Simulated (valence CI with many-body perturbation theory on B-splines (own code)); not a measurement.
**E1 transitions of Re68+**

Computed by valence CI with perturbative core correlation (CI+MBPT): five valence electrons over a frozen Dirac-Fock core [He], radial functions for each j: 9 s, 9 p, 8 d, 6 f, 3 g, 1 h, with the one-electron correlation potential Σ1, the two-electron term Σ2, the three-electron term Σ3, Breit, model QED; selected CI, second order for the rest (own B-spline code, finite nucleus).

The last digits are not significant, and no measured levels were compared; by estimate large intervals hold to a few tenths of a per cent, small ones and those within an open d or f shell to about a per cent. Among the levels kept, up to 1200 cm⁻¹ of a level comes from second order outside the variational space, and about a tenth of that is noise between levels of different J, which matters for small intervals.

Lines 201 to 250 of 262 in falling wavelength, among levels below 11653 eV, chosen from the strongest by gf and those to the six lowest levels. Wavelengths and rates use the calculated energies. Electric multipoles are in the length gauge, E1 and E2 with the static RPA response of the core. Weak lines are less certain than strong ones. Lines between different terms over intervals too small for the method are left out, as are lines whose strength nearly cancels. The highest levels of a list are the least certain.

Levels are named by their leading jj configuration (3d3/2^4 stands for four electrons in 3d with j = 3/2), which in mixed levels can hold well under half, so a name can repeat and another be missing. Letters in brackets count levels of one name in rising energy.

```
λ vac (Å)                               Upper                       Lower   A (s⁻¹)  S (a.u.) with core polarisation  S without
    1.271  (2s^2 2p1/2 2p3/2 3d3/2) J=5/2 [b]  (2s^2 2p1/2 2p3/2^2) J=3/2  3.01e+13                         1.83e-04   1.83e-04
    1.270  (2s^2 2p1/2 2p3/2 3d3/2) J=3/2 [b]  (2s^2 2p1/2 2p3/2^2) J=3/2  5.97e+12                         2.42e-05   2.42e-05
    1.269  (2s 2p1/2^2 2p3/2 3d3/2) J=3/2 [b]  (2s 2p1/2^2 2p3/2^2) J=5/2  8.98e+13                         3.63e-04   3.63e-04
    1.269  (2s^2 2p1/2 2p3/2 3d5/2) J=3/2 [a]  (2s^2 2p1/2 2p3/2^2) J=1/2  8.58e+13                         3.46e-04   3.46e-04
    1.269  (2s^2 2p1/2 2p3/2 3d3/2) J=1/2 [b]  (2s^2 2p1/2 2p3/2^2) J=3/2  1.48e+14                         2.99e-04   3.00e-04
    1.269  (2s 2p1/2^2 2p3/2 3d3/2) J=5/2 [b]  (2s 2p1/2^2 2p3/2^2) J=5/2  3.52e+13                         2.13e-04   2.13e-04
    1.265  (2s^2 2p1/2 2p3/2 3d5/2) J=3/2 [b]  (2s^2 2p1/2 2p3/2^2) J=1/2  1.47e+15                         5.88e-03   5.89e-03
    1.265  (2s^2 2p1/2 2p3/2 3d5/2) J=7/2 [a]  (2s^2 2p1/2 2p3/2^2) J=5/2  3.69e+13                         2.95e-04   2.95e-04
    1.264      (2s^2 2p1/2 2p3/2 3d5/2) J=1/2  (2s^2 2p1/2 2p3/2^2) J=1/2  1.61e+15                         3.22e-03   3.22e-03
    1.264      (2s 2p1/2^2 2p3/2 3d5/2) J=5/2  (2s 2p1/2^2 2p3/2^2) J=5/2  1.16e+15                         6.95e-03   6.96e-03
    1.263      (2s 2p1/2^2 2p3/2 3d5/2) J=7/2  (2s 2p1/2^2 2p3/2^2) J=5/2  2.12e+15                         1.68e-02   1.69e-02
    1.262  (2s^2 2p1/2 2p3/2 3d5/2) J=3/2 [a]  (2s^2 2p1/2 2p3/2^2) J=5/2  7.04e+13                         2.80e-04   2.80e-04
    1.262  (2s^2 2p1/2 2p3/2 3d5/2) J=5/2 [a]  (2s^2 2p1/2 2p3/2^2) J=5/2  4.38e+14                         2.61e-03   2.61e-03
    1.262          (2s^2 2p1/2^2 3d5/2) J=5/2  (2s^2 2p1/2^2 2p3/2) J=3/2  1.53e+15                         9.12e-03   9.12e-03
    1.260  (2s^2 2p1/2 2p3/2 3d5/2) J=5/2 [b]  (2s^2 2p1/2 2p3/2^2) J=5/2  8.07e+14                         4.78e-03   4.78e-03
    1.259  (2s^2 2p1/2 2p3/2 3d5/2) J=3/2 [a]  (2s^2 2p1/2 2p3/2^2) J=3/2  1.04e+15                         4.08e-03   4.09e-03
    1.259  (2s^2 2p1/2 2p3/2 3d5/2) J=5/2 [a]  (2s^2 2p1/2 2p3/2^2) J=3/2  1.10e+15                         6.48e-03   6.48e-03
    1.259  (2s^2 2p1/2 2p3/2 3d5/2) J=7/2 [b]  (2s^2 2p1/2 2p3/2^2) J=5/2  2.49e+15                         1.96e-02   1.96e-02
    1.258  (2s^2 2p1/2 2p3/2 3d5/2) J=3/2 [b]  (2s^2 2p1/2 2p3/2^2) J=5/2  1.81e+14                         7.10e-04   7.10e-04
    1.257  (2s 2p1/2^2 2p3/2 3p3/2) J=3/2 [a]  (2s^2 2p1/2 2p3/2^2) J=1/2  5.59e+12                         2.19e-05   2.19e-05
    1.257  (2s^2 2p1/2 2p3/2 3d5/2) J=5/2 [b]  (2s^2 2p1/2 2p3/2^2) J=3/2  1.40e+15                         8.25e-03   8.25e-03
    1.255  (2s^2 2p1/2 2p3/2 3d5/2) J=3/2 [b]  (2s^2 2p1/2 2p3/2^2) J=3/2  1.36e+13                         5.30e-05   5.30e-05
    1.254  (2s 2p1/2^2 2p3/2 3p3/2) J=1/2 [a]  (2s^2 2p1/2 2p3/2^2) J=1/2  2.10e+11                         4.08e-07   4.09e-07
    1.254      (2s^2 2p1/2 2p3/2 3d5/2) J=1/2  (2s^2 2p1/2 2p3/2^2) J=3/2  1.39e+14                         2.70e-04   2.70e-04
    1.252      (2s 2p1/2^2 2p3/2 3p3/2) J=7/2  (2s^2 2p1/2 2p3/2^2) J=5/2  1.12e+13                         8.65e-05   8.65e-05
    1.250  (2s 2p1/2^2 2p3/2 3p3/2) J=3/2 [a]  (2s^2 2p1/2 2p3/2^2) J=5/2  1.92e+12                         7.41e-06   7.41e-06
    1.248  (2s 2p1/2^2 2p3/2 3p3/2) J=5/2 [a]  (2s^2 2p1/2 2p3/2^2) J=5/2  4.97e+12                         2.86e-05   2.86e-05
    1.247  (2s 2p1/2^2 2p3/2 3p3/2) J=3/2 [a]  (2s^2 2p1/2 2p3/2^2) J=3/2  7.83e+12                         3.00e-05   3.00e-05
    1.245  (2s 2p1/2^2 2p3/2 3p3/2) J=5/2 [a]  (2s^2 2p1/2 2p3/2^2) J=3/2  1.79e+13                         1.03e-04   1.03e-04
    1.244  (2s 2p1/2^2 2p3/2 3p3/2) J=1/2 [a]  (2s^2 2p1/2 2p3/2^2) J=3/2  1.27e+10                         2.42e-08   2.39e-08
    1.244  (2s 2p1/2^2 2p3/2 3p3/2) J=3/2 [b]  (2s^2 2p1/2 2p3/2^2) J=1/2  1.66e+12                         6.33e-06   6.33e-06
    1.243  (2s 2p1/2^2 2p3/2 3p3/2) J=1/2 [b]  (2s^2 2p1/2 2p3/2^2) J=1/2  1.08e+13                         2.06e-05   2.06e-05
    1.239  (2s 2p1/2^2 2p3/2 3p3/2) J=5/2 [b]  (2s^2 2p1/2 2p3/2^2) J=5/2  1.39e+12                         7.82e-06   7.83e-06
    1.237  (2s 2p1/2^2 2p3/2 3p3/2) J=3/2 [b]  (2s^2 2p1/2 2p3/2^2) J=5/2  5.50e+11                         2.06e-06   2.06e-06
    1.237  (2s 2p1/2^2 2p3/2 3p3/2) J=5/2 [b]  (2s^2 2p1/2 2p3/2^2) J=3/2  8.09e+12                         4.53e-05   4.53e-05
    1.234  (2s 2p1/2^2 2p3/2 3p3/2) J=3/2 [b]  (2s^2 2p1/2 2p3/2^2) J=3/2  3.07e+12                         1.14e-05   1.14e-05
    1.234  (2s 2p1/2^2 2p3/2 3p3/2) J=1/2 [b]  (2s^2 2p1/2 2p3/2^2) J=3/2  1.69e+12                         3.14e-06   3.14e-06
    1.176     (2s^2 2p1/2 2p3/2 3s) J=3/2 [a]  (2s^2 2p1/2^2 2p3/2) J=3/2  2.90e+13                         9.30e-05   9.28e-05
    1.175         (2s^2 2p1/2 2p3/2 3s) J=1/2  (2s^2 2p1/2^2 2p3/2) J=3/2  5.03e+13                         8.05e-05   8.03e-05
    1.174         (2s^2 2p1/2 2p3/2 3s) J=5/2  (2s^2 2p1/2^2 2p3/2) J=3/2  4.93e+13                         2.36e-04   2.36e-04
    1.173     (2s^2 2p1/2 2p3/2 3s) J=3/2 [b]  (2s^2 2p1/2^2 2p3/2) J=3/2  3.00e+13                         9.56e-05   9.54e-05
    1.130  (2s 2p1/2^2 2p3/2 3p1/2) J=3/2 [a]  (2s^2 2p1/2^2 2p3/2) J=3/2  2.16e+14                         6.14e-04   6.14e-04
    1.130      (2s 2p1/2^2 2p3/2 3p1/2) J=5/2  (2s^2 2p1/2^2 2p3/2) J=3/2  5.54e+14                         2.37e-03   2.36e-03
    1.121      (2s 2p1/2^2 2p3/2 3p1/2) J=1/2  (2s^2 2p1/2^2 2p3/2) J=3/2  5.81e+14                         8.07e-04   8.07e-04
    1.121  (2s 2p1/2^2 2p3/2 3p1/2) J=3/2 [b]  (2s^2 2p1/2^2 2p3/2) J=3/2  3.87e+14                         1.07e-03   1.07e-03
    1.107  (2s^2 2p1/2 2p3/2 3d3/2) J=3/2 [a]  (2s^2 2p1/2^2 2p3/2) J=3/2  2.48e+14                         6.64e-04   6.65e-04
    1.107  (2s^2 2p1/2 2p3/2 3d3/2) J=5/2 [a]  (2s^2 2p1/2^2 2p3/2) J=3/2  7.17e+13                         2.88e-04   2.88e-04
    1.107  (2s^2 2p1/2 2p3/2 3d3/2) J=1/2 [a]  (2s^2 2p1/2^2 2p3/2) J=3/2  4.60e+13                         6.16e-05   6.16e-05
    1.104  (2s^2 2p1/2 2p3/2 3d3/2) J=5/2 [b]  (2s^2 2p1/2^2 2p3/2) J=3/2  1.85e+15                         7.38e-03   7.39e-03
    1.103  (2s^2 2p1/2 2p3/2 3d3/2) J=3/2 [b]  (2s^2 2p1/2^2 2p3/2) J=3/2  1.65e+15                         4.39e-03   4.39e-03
```
